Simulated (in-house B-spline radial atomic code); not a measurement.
A calculation on the holmium ion Ho³⁺ (an excited or competing configuration): its settings, and results tabulated from the run. Method: Dirac-Hartree-Fock, average of configuration, Fermi nucleus of rms radius 5.2022 fm. Calculated with an all-electron radial atomic-structure program (B-spline basis).

Command:
```bash
python run_scf.py task.json out
```
Settings (nuclear radius in fm, mass in u):
```
Z                67
configuration    [Kr] 4d10 4f10 5s2 5p5 6s1
hamiltonian      dirac
method           hf
spin_polarised   False
nucleus          fermi
rms_radius       5.2022
atomic_mass      164.93033
speed_of_light   137.035999084
```

Output (hartree, bohr):
```
 radial grid: 78 intervals, B-splines of order 8, outer radius 51.8919 bohr

 iter        energy (Eh)    residual
    1      -12565.687118    8.33e-01
    2      -12586.585520    1.40e+00
    3      -12617.029681    2.92e-01
    4      -12618.654555    8.70e-02
    5      -12618.834955    1.62e-02
    6      -12618.841015    5.72e-03
    7      -12618.841271    1.59e-03
    8      -12618.841366    7.41e-04
    9      -12618.841376    4.96e-05
   10      -12618.841376    1.55e-06
   11      -12618.841376    3.05e-08

 total energy                    -12618.84138
 kinetic                           13880.2772
 electron-nucleus                 -31085.6187
 electron-electron                  4586.5001

 first-order corrections (not in the total)
   Gaunt                            13.5875
   retardation                      -1.4328
   frequency dependence             -0.1999
   self-energy                       9.6216
   Uehling                          -1.6246
   Wichmann-Kroll                    0.0553
   recoil                            0.0267

 orbital      occ     eigenvalue          <r>       <r^2>       <1/r>       r_max    small
 1s1/2      2.000     -2057.6351     0.020736 0.000588085     76.0365     0.01312  6.27e-02
 2s1/2      2.000      -349.9264    0.0874618  0.00909781     18.2685     0.07472  1.40e-02
 2p1/2      2.000      -332.3145    0.0729883  0.00659774     18.2001     0.05632  1.40e-02
 2p3/2      4.000      -300.7445    0.0801128  0.00781484      15.876      0.0624  1.29e-02
 3s1/2      2.000       -81.2793     0.228708   0.0599251     6.69695       0.211  4.51e-03
 3p1/2      2.000       -73.5808     0.218803   0.0557205     6.59903      0.1989  4.44e-03
 3p3/2      4.000       -66.8647     0.232098   0.0625022     6.01068      0.2115  4.14e-03
 3d3/2      4.000       -53.8518     0.205227   0.0495329     5.87674      0.1675  3.99e-03
 3d5/2      6.000       -52.4017     0.209372   0.0514209       5.732      0.1711  3.90e-03
 4s1/2      2.000       -18.1889      0.51876    0.303685     2.77546      0.4841  1.42e-03
 4p1/2      2.000       -15.0689     0.529803    0.319416     2.66238      0.4877  1.33e-03
 4p3/2      4.000       -13.5473     0.558898    0.355302     2.47148      0.5138  1.23e-03
 4d3/2      4.000        -8.3824     0.589897    0.403616     2.24802      0.5189  1.05e-03
 4d5/2      6.000        -8.1007     0.600679    0.418333     2.19827      0.5278  1.02e-03
 4f5/2      4.286        -1.9716     0.748881    0.708073     1.70659       0.521  6.55e-04
 4f7/2      5.714        -1.9311     0.758796    0.727719     1.68565      0.5265  6.43e-04
 5s1/2      2.000        -3.5327      1.25722     1.77185     1.05227       1.131  2.91e-04
 5p1/2      1.667        -2.5848      1.38473     2.16244    0.946735       1.224  2.43e-04
 5p3/2      3.333        -2.3659      1.46803       2.429    0.882831       1.296  2.17e-04
 6s1/2      1.000        -1.0319      3.02535      10.148     0.41756        2.79  5.70e-05
```

Cost of the run: 1.3 s on 1 thread of Intel(R) Xeon(R) 6975P-C, on a shared host.

For the Dirac Hamiltonian the kinetic term is c α·p + (β - 1)c².
